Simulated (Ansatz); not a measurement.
Mg5S4I2⁺. The state is a doublet with charge 1. Geometry r2SCAN-D4/def2-SVP.

Cartesian coordinates in Å:
```
S -1.182 -1.920 1.664
S 1.449 -0.073 -0.263
S -2.579 0.047 -1.877
S -0.459 2.565 0.852
Mg -2.386 -1.869 -0.428
Mg 0.613 -2.309 0.054
Mg -0.308 0.295 1.645
Mg 1.943 2.266 0.557
Mg -0.578 1.161 -1.143
I -0.751 -3.576 -1.947
I 4.239 3.411 0.887
```

In the def2 sets I takes a core potential; there is no spin–orbit coupling. At PBE-D4/def2-SVP the gap within one spin of the relaxed charge 1 doublet nearly closes, so an electron or hole may be smeared out by delocalisation error.

(1) Estimate the α-spin orbital energies around the gap (eV) in Ansatz with PBE-D4/def2-SVP, PBE0-D4/def2-SVP.

Answers

(1) 
```
orbital  PBE-D4/def2-SVP  PBE0-D4/def2-SVP
 HOMO−5           -10.24            -11.52
 HOMO−4           -10.14            -11.41
 HOMO−3           -10.06            -11.01
 HOMO−2            -9.65            -10.76
 HOMO−1            -9.61             -9.90
   HOMO            -9.42             -9.85
   LUMO            -6.60             -6.11
 LUMO+1            -5.87             -5.31
 LUMO+2            -5.64             -5.14
 LUMO+3            -5.42             -4.84
 LUMO+4            -4.87             -4.43
 LUMO+5            -4.61             -3.96
 β HOMO            -9.33             -9.60
 β LUMO            -9.27             -9.04
```
